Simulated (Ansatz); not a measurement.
Species: CH₃I₃Sn, net charge 0, singlet state. 
Geometry from a B3LYP-D3(BJ)/def2-TZVP (Ansatz, a first-principles code) optimisation:
SMILES: [I][Sn]([CH3])([I])[I]
```xyz
8

C     -2.7035    -0.4243     0.1207
Sn    -0.5827    -0.0914     0.0260
I      0.5398    -1.7160    -1.8173
I     -0.0654     2.4713    -0.6534
I      0.5532    -0.5941     2.4248
H     -2.8695    -1.4631     0.3960
H     -3.1164     0.2458     0.8710
H     -3.1219    -0.2121    -0.8603
```

Basis-set convergence of Hartree-Fock and CCSD correlation energies (hartree) with Ansatz. Valence correlation only, unless marked. No spin-orbit coupling. Frozen are the shells of the preceding noble gas and the d and f shells that filled before the atom's block. Past Kr the def2 sets carry scalar-relativistic core potentials.

| basis | functions | E(HF) | E(corr, CCSD) |
|---|---|---|---|
| def2-SVP | 133 | -1143.04223 | -0.55655 |
| def2-TZVPP | 273 | -1143.12657 | -0.73638 |
| def2-QZVPP | 475 | -1143.13460 | -0.81093 |

Extrapolating the two largest sets (X = 3 and 4) as X^-3: E(corr) = (64·(-0.81093) - 27·(-0.73638))/37 = -0.8653 Eh, an estimate of the basis-set limit. The largest set recovers 93.7 % of it, the smallest 64.3 %.
